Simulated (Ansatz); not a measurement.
Gas-phase electronic energies from Ansatz, PBE0-D4/def2-TZVP geometries. CCSD(T)/CBS adds triple-zeta CCSD(T) − MP2 to the extrapolated MP2 energy (def2 sets, frozen cores). DFT in def2-TZVPP. Each species was taken in one conformer, which may not be the lowest.

`FC[SiH2][SiH3]` + `C=NCO` → `C=NCO[SiH3]` + `FC[SiH3]`  (cleavage of the Si–Si bond)

`FC[SiH2][SiH3]`:

```xyz
11

F    -1.522   -0.133    1.664
C    -1.362   -0.921    0.529
Si   -0.393    0.032   -0.802
Si    1.624    0.830    0.073
H    -2.357   -1.208    0.171
H    -0.833   -1.834    0.819
H    -0.140   -0.919   -1.922
H    -1.224    1.155   -1.315
H     2.438    1.449   -1.008
H     1.374    1.847    1.127
H     2.396   -0.297    0.663
```

`C=NCO`:

Cartesian coordinates in Å:
```
C -1.237 -0.571 0.688
N -0.310 0.274 0.613
C 0.741 0.048 -0.348
O 0.974 1.203 -1.098
H -2.034 -0.429 1.417
H -1.293 -1.463 0.049
H 0.501 -0.748 -1.065
H 1.635 -0.250 0.221
H 1.024 1.937 -0.478
```

`C=NCO[SiH3]`:

Z-matrix (Å, degrees):
```
C
N 1 1.424
O 1 1.408 2 114.5
H 1 1.099 2 107.1 3 -122.5
H 1 1.098 2 107.1 3 122.4
C 2 1.259 1 119.8 3 -0.0
Si 3 1.644 1 123.7 2 -178.4
H 6 1.092 2 123.4 1 0.0
H 6 1.089 2 118.3 1 180.0
H 7 1.489 3 110.8 1 -60.9
H 7 1.480 3 106.3 1 179.1
H 7 1.489 3 110.7 1 59.1
```

`FC[SiH3]`:

Cartesian coordinates in Å:
```
F -0.546 1.344 -1.281
C 0.353 0.389 -0.818
Si -0.288 -0.403 0.779
H 1.319 0.880 -0.656
H 0.489 -0.361 -1.605
H 0.713 -1.411 1.222
H -1.590 -1.071 0.528
H -0.451 0.632 1.830
```

```csv
level,ΔE (kJ/mol)
ωB97M-V,-90.7
MP2/CBS(def2),-95.8
```

**Question.** What does CCSD(T)/CBS give? (Estimate.)

**Answer.** Computed: -87.5 kJ/mol. The listed levels differ from it by -3.2, -8.3 kJ/mol.

Largest T1 diagnostic among the species: 0.012.

In def2-TZVPP, CCSD(T) changes the Hartree–Fock value by +21.3 kJ/mol (the triples alone add +2.5 kJ/mol) and MP2 by +13.0 kJ/mol. From PBE to PBE0 (25 % exact exchange), in def2-TZVPP and without D4, ΔE moves by −6.1 kJ/mol.
